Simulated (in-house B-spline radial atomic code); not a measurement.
**Ionising W II (W+) with different functionals**

Computed with an all-electron radial atomic-structure program (B-spline basis): four-component Dirac-Coulomb Hamiltonian, Fermi nucleus of rms radius 5.3658 fm, spin-restricted, spherical fractional occupations for the functionals, and exact exchange of hybrids averaged over the configuration. The ionisation energy is the difference of two self-consistent energies, [Xe] 4f14 5d4 6s1 → [Xe] 4f14 5d4, without Breit or QED terms; ε is the level of the shell that loses the electron (mean over j).

```csv
method,rung,ΔSCF (eV),-ε(6s) (eV)
B97-1,global hybrid,?,?
B3LYP,global hybrid,15.70,12.90
CAM-B3LYP,range-separated hybrid,15.57,14.16
HSE06,range-separated hybrid,?,?
```

Q: What does B97-1 give?

A: ΔSCF 15.42 eV, and -ε(6s) = 12.72 eV.

Q: What does HSE06 give?

A: ΔSCF 15.49 eV, and -ε(6s) = 12.60 eV.

Q: Among the functionals, which spreads more, the ΔSCF values or the orbital energies?

A: The orbital energies: ΔSCF values span about 0.28 eV and the orbital energies 1.56 eV; here energy differences depend much less on the functional than eigenvalues do.

Q: How do they compare with the NIST value?

A: NIST lists 16.4 eV ± 0.15 (semi-empirical, ground level to ground level). Errors run from -0.95 to -0.67 eV. The correlated functionals all miss on the same side by more than they spread, so the cause is common to them (Breit-QED terms, spin polarisation, the choice among j levels, multiplet and fine-structure energies, or a listed next ion that isn't the cheapest removal here) and closeness doesn't rank the functionals.
